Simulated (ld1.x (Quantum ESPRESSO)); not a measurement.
# Pseudopotential generation for iodine (I): ultrasoft, PBE, scalar-relativistic.

ld1.x (Quantum ESPRESSO) 7.5 was run on this input:

```
&input
   title='I', zed=53., rel=1, dft='PBE', iswitch=3,
   config='[Kr] 4d10 5s2 5p5',
   nld=3, rlderiv=2.35, eminld=-6.0, emaxld=5.0, deld=0.02
 /
 &inputp
   pseudotype=3, tm=.true., lloc=-1, rcloc=1.90,
   nlcc=.true., rcore=1.25,
   file_pseudopw='I.UPF', file_wfcaegen='ae.wfc', file_wfcncgen='nc.wfc', file_beta='beta', file_chi='chi', file_wfcusgen='us.wfc'
 /
6
5S  1  0   2.00   0.00  1.75  1.85  0.0
5S  1  0   0.00  -0.60  1.75  1.85  0.0
5P  2  1   5.00   0.00  1.70  2.15  0.0
5P  2  1   0.00   0.35  1.70  2.15  0.0
4D  3  2  10.00   0.00  0.95  1.35  0.0
4D  3  2   0.00  -2.45  0.95  1.35  0.0
 &test
   configts(1)='4d10 5s2 5p5'
 /
```

Command:

```bash
ld1.x < I.in > I.out
```

Output (shortened: banner, matrices, multipoles, cross overlaps and the repeated all-electron block are left out):

```
Program LD1 v.7.5
     --------------------------- All-electron run ----------------------------

     I
     scalar relativistic calculation

     atomic number is 53.00
     dft =PBE   lsd =0 sic =0 latt =0  beta=0.20 tr2=1.0E-14
     Exchange-correlation= PBE
                           (   1   4   3   4   0   0   0)
     mesh =1247 r(mesh) =  99.95380 a.u. xmin = -7.00 dx = 0.01250
     1 Ry =  13.60569312 eV, c = 137.03599908

     n l     nl                  e(Ry)          e(Ha)          e(eV)
     1 0     1S 1( 2.00)     -2424.3583     -1212.1792    -32985.0753
     2 0     2S 1( 2.00)      -374.5694      -187.2847     -5096.2757
     2 1     2P 1( 6.00)      -336.1798      -168.0899     -4573.9590
     3 0     3S 1( 2.00)       -75.5998       -37.7999     -1028.5883
     3 1     3P 1( 6.00)       -63.1611       -31.5805      -859.3504
     4 0     4S 1( 2.00)       -13.2735        -6.6367      -180.5947
     4 1     4P 1( 6.00)        -9.3762        -4.6881      -127.5694
     3 2     3D 1(10.00)       -44.5378       -22.2689      -605.9680
     4 2     4D 1(10.00)        -3.6954        -1.8477       -50.2791
     5 0     5S 1( 2.00)        -1.2794        -0.6397       -17.4072
     5 1     5P 1( 5.00)        -0.5208        -0.2604        -7.0858

     final scf error:  6.9E-15 reached in  24 iterations

     Etot =  -14232.800439 Ry,   -7116.400219 Ha, -193647.115053 eV

     Ekin =   14939.887313 Ry,    7469.943657 Ha,  203267.522078 eV
     Encl =  -34438.631382 Ry,  -17219.315691 Ha, -468561.450163 eV
     Eh   =    5627.968328 Ry,    2813.984164 Ha,   76572.409982 eV
     Exc  =    -362.024698 Ry,    -181.012349 Ha,   -4925.596949 eV

     normalization and overlap integrals

     s(1S/1S) =  1.000000  <r> =   0.0272  <r2> =    0.0010  r(max) =   0.0175
     s(2S/2S) =  1.000000  <r> =   0.1172  <r2> =    0.0162  r(max) =   0.0995
     s(2P/2P) =  1.000000  <r> =   0.1025  <r2> =    0.0128  r(max) =   0.0794
     s(3S/3S) =  1.000000  <r> =   0.3141  <r2> =    0.1127  r(max) =   0.2843
     s(3P/3P) =  1.000000  <r> =   0.3121  <r2> =    0.1130  r(max) =   0.2807
     s(4S/4S) =  1.000000  <r> =   0.7400  <r2> =    0.6185  r(max) =   0.6820
     s(4P/4P) =  1.000000  <r> =   0.7920  <r2> =    0.7147  r(max) =   0.7169
     s(3D/3D) =  1.000000  <r> =   0.2886  <r2> =    0.0986  r(max) =   0.2327
     s(4D/4D) =  1.000000  <r> =   0.9213  <r2> =    0.9944  r(max) =   0.7825
     s(5S/5S) =  1.000000  <r> =   1.9657  <r2> =    4.3827  r(max) =   1.6984
     s(5P/5P) =  1.000000  <r> =   2.4752  <r2> =    7.0926  r(max) =   2.0233

     ------------------------ End of All-electron run ------------------------

     --------------------- Generating US pseudopotential ---------------------

      Generating local potential from pseudized AE potential:
      Matching radius rcloc =   1.9000

      Local pseudo, rcloc= 1.877 Estimated cut-off energy=     7.08 Ry

      Computing core charge for nlcc:

       r > 1.26 : true rho core
       r < 1.26 : rho core = a sin(br)/r    a=   4.76  b=   2.19

      Integrated core pseudo-charge :   3.34

      Wfc   5S  rcut= 1.741  Using Troullier-Martins method
      Wfc-us  5S rcutus= 1.831  Estimated cut-off energy=    13.68 Ry

      Wfc   5S  rcut= 1.741  Using Troullier-Martins method
      Wfc-us  5S rcutus= 1.831  Estimated cut-off energy=    14.77 Ry

      Wfc   5P  rcut= 1.698  Using Troullier-Martins method
      Wfc-us  5P rcutus= 2.127  Estimated cut-off energy=    16.72 Ry

      Wfc   5P  rcut= 1.698  Using Troullier-Martins method
      Wfc-us  5P rcutus= 2.127  Estimated cut-off energy=    18.34 Ry

      Wfc   4D  rcut= 0.956  Using Troullier-Martins method
      Wfc-us  4D rcutus= 1.356  Estimated cut-off energy=    65.10 Ry

      Wfc   4D  rcut= 0.956  Using Troullier-Martins method
      Wfc-us  4D rcutus= 1.356  Estimated cut-off energy=    78.11 Ry

     ------------------- End of pseudopotential generation -------------------

     Computing logarithmic derivative in   2.33609
     Computing logarithmic derivative in   2.33609
     Computing the partial wave expansion
     R is outside the sphere for l=    0 j= 0.00
     R is outside the sphere for l=    0 j= 0.00
     R is outside the sphere for l=    1 j= 0.00
     R is outside the sphere for l=    1 j= 0.00
     R is outside the sphere for l=    2 j= 0.00
     R is outside the sphere for l=    2 j= 0.00

     ---------------------- Testing the pseudopotential ----------------------

     I
     scalar relativistic calculation

     atomic number is 53.00   valence charge is 17.00
     dft =PBE   lsd =0 sic =0 latt =0  beta=0.20 tr2=1.0E-14
     mesh =1247 r(mesh) =  99.95380 xmin = -7.00 dx = 0.01250

     n l     nl             e AE (Ry)        e PS (Ry)    De AE-PS (Ry)
     3 2     4D   1(10.00)       -3.69545       -3.69545       -0.00000
     1 0     5S   1( 2.00)       -1.27940       -1.27941        0.00001
     2 1     5P   1( 5.00)       -0.52079       -0.52080        0.00000

     eps = 1.9E-16  iter =  4

     Etot =  -14232.800439 Ry,   -7116.400219 Ha, -193647.115053 eV
     Etotps =  -224.772193 Ry,    -112.386097 Ha,   -3058.181481 eV

     Ekin =      87.143807 Ry,      43.571903 Ha,    1185.651892 eV
     Encl =    -437.203207 Ry,    -218.601603 Ha,   -5948.452662 eV
     Ehrt =     183.681224 Ry,      91.840612 Ha,    2499.110370 eV
     Ecxc =     -29.361553 Ry,     -14.680777 Ha,    -399.484284 eV
     (Ecc =      -3.978721 Ry,      -1.989361 Ha,     -54.133260 eV)
     Epseu=     -29.032464 Ry,     -14.516232 Ha,    -395.006797 eV

     ---------------------- End of pseudopotential test ----------------------
```

Generation and configuration tests took about 1.3 s on one core of a shared server CPU.

Transferability test of the new file with ld1.x, input:

```
&input
   title='I', zed=53., rel=1, dft='PBE', iswitch=2,
   config='[Kr] 4d10 5s2 5p5'
 /
 &test
   file_pseudo='I.UPF', nconf=8,
   configts(1)='4d10 5s2 5p5',
   configts(2)='4d10 5s2 5p4',
   configts(3)='4d10 5s2 5p3',
   configts(4)='4d10 5s2 5p2',
   configts(5)='4d10 5s2 5p1',
   configts(6)='4d9 5s2 5p6',
   configts(7)='4d10 5s2 5p5.3',
   configts(8)='4d9 5s2 5p5'
 /
```

```bash
ld1.x < I.test.in > I.test.out
```

Pseudopotential blocks of its output, shortened (energy terms left out):

```
     ---------------------- Testing the pseudopotential ----------------------

     n l     nl             e AE (Ry)        e PS (Ry)    De AE-PS (Ry)
     3 2     4D   1(10.00)       -3.69545       -3.69545       -0.00000
     1 0     5S   1( 2.00)       -1.27940       -1.27941        0.00001
     2 1     5P   1( 5.00)       -0.52079       -0.52080        0.00000

     eps = 1.9E-16  iter =  4

     Etot =  -14232.800439 Ry,   -7116.400219 Ha, -193647.115053 eV
     Etotps =  -224.772193 Ry,    -112.386097 Ha,   -3058.181481 eV

     ---------------------- End of pseudopotential test ----------------------

          ---------------------- Testing the pseudopotential ----------------------

     n l     nl             e AE (Ry)        e PS (Ry)    De AE-PS (Ry)
     3 2     4D   1(10.00)       -4.39627       -4.39374       -0.00253
     1 0     5S   1( 2.00)       -1.92933       -1.92925       -0.00007
     2 1     5P   1( 4.00)       -1.12812       -1.12809       -0.00003

     eps = 7.6E-15  iter = 10

     Etot =  -14231.982320 Ry,   -7115.991160 Ha, -193635.983973 eV
     Etotps =  -223.953855 Ry,    -111.976928 Ha,   -3047.047429 eV
     dEtot_ae =       0.818119 Ry
     dEtot_ps =       0.818338 Ry,   Delta E=      -0.000218 Ry

     ---------------------- End of pseudopotential test ----------------------

          ---------------------- Testing the pseudopotential ----------------------

     n l     nl             e AE (Ry)        e PS (Ry)    De AE-PS (Ry)
     3 2     4D   1(10.00)       -5.18798       -5.18107       -0.00691  !
     1 0     5S   1( 2.00)       -2.64620       -2.64599       -0.00020
     2 1     5P   1( 3.00)       -1.79929       -1.79919       -0.00011

     eps = 5.7E-15  iter =  9

     Etot =  -14230.523651 Ry,   -7115.261826 Ha, -193616.137782 eV
     Etotps =  -222.494859 Ry,    -111.247430 Ha,   -3027.196774 eV
     dEtot_ae =       2.276787 Ry
     dEtot_ps =       2.277334 Ry,   Delta E=      -0.000546 Ry

     ---------------------- End of pseudopotential test ----------------------

          ---------------------- Testing the pseudopotential ----------------------

     n l     nl             e AE (Ry)        e PS (Ry)    De AE-PS (Ry)
     3 2     4D   1(10.00)       -6.05451       -6.04118       -0.01332  !
     1 0     5S   1( 2.00)       -3.41498       -3.41457       -0.00041
     2 1     5P   1( 2.00)       -2.52054       -2.52028       -0.00026

     eps = 5.6E-16  iter =  9

     Etot =  -14228.368071 Ry,   -7114.184035 Ha, -193586.809613 eV
     Etotps =  -220.338856 Ry,    -110.169428 Ha,   -2997.862852 eV
     dEtot_ae =       4.432368 Ry
     dEtot_ps =       4.433337 Ry,   Delta E=      -0.000969 Ry

     ---------------------- End of pseudopotential test ----------------------

          ---------------------- Testing the pseudopotential ----------------------

     n l     nl             e AE (Ry)        e PS (Ry)    De AE-PS (Ry)
     3 2     4D   1(10.00)       -6.98571       -6.96376       -0.02195  !
     1 0     5S   1( 2.00)       -4.22587       -4.22514       -0.00073
     2 1     5P   1( 1.00)       -3.28265       -3.28213       -0.00052

     eps = 6.3E-16  iter =  9

     Etot =  -14225.470376 Ry,   -7112.735188 Ha, -193547.384469 eV
     Etotps =  -217.440736 Ry,    -108.720368 Ha,   -2958.431922 eV
     dEtot_ae =       7.330063 Ry
     dEtot_ps =       7.331457 Ry,   Delta E=      -0.001395 Ry

     ---------------------- End of pseudopotential test ----------------------

          ---------------------- Testing the pseudopotential ----------------------

     n l     nl             e AE (Ry)        e PS (Ry)    De AE-PS (Ry)
     3 2     4D   1( 9.00)       -4.16832       -4.21809        0.04977  !
     1 0     5S   1( 2.00)       -1.41343       -1.41252       -0.00092
     2 1     5P   1( 6.00)       -0.59878       -0.59696       -0.00182

     eps = 5.6E-15  iter = 25

     Etot =  -14229.429642 Ry,   -7114.714821 Ha, -193601.253019 eV
     Etotps =  -221.374766 Ry,    -110.687383 Ha,   -3011.957137 eV
     dEtot_ae =       3.370797 Ry
     dEtot_ps =       3.397427 Ry,   Delta E=      -0.026629 Ry

     ---------------------- End of pseudopotential test ----------------------

          ---------------------- Testing the pseudopotential ----------------------

     n l     nl             e AE (Ry)        e PS (Ry)    De AE-PS (Ry)
     3 2     4D   1(10.00)       -3.50690       -3.50733        0.00043
     1 0     5S   1( 2.00)       -1.10122       -1.10124        0.00002
     2 1     5P   1( 5.30)       -0.35438       -0.35439        0.00001

     eps = 6.7E-15  iter =  9

     Etot =  -14232.931472 Ry,   -7116.465736 Ha, -193648.897846 eV
     Etotps =  -224.903260 Ry,    -112.451630 Ha,   -3059.964742 eV
     dEtot_ae =      -0.131033 Ry
     dEtot_ps =      -0.131067 Ry,   Delta E=       0.000034 Ry

     ---------------------- End of pseudopotential test ----------------------

          ---------------------- Testing the pseudopotential ----------------------

     n l     nl             e AE (Ry)        e PS (Ry)    De AE-PS (Ry)
     3 2     4D   1( 9.00)       -4.89422       -4.93954        0.04532  !
     1 0     5S   1( 2.00)       -2.08844       -2.08593       -0.00252
     2 1     5P   1( 5.00)       -1.23376       -1.23024       -0.00351

     eps = 2.1E-15  iter = 15

     Etot =  -14228.519390 Ry,   -7114.259695 Ha, -193588.868420 eV
     Etotps =  -220.466901 Ry,    -110.233451 Ha,   -2999.605001 eV
     dEtot_ae =       4.281049 Ry
     dEtot_ps =       4.305292 Ry,   Delta E=      -0.024243 Ry

     ---------------------- End of pseudopotential test ----------------------
```
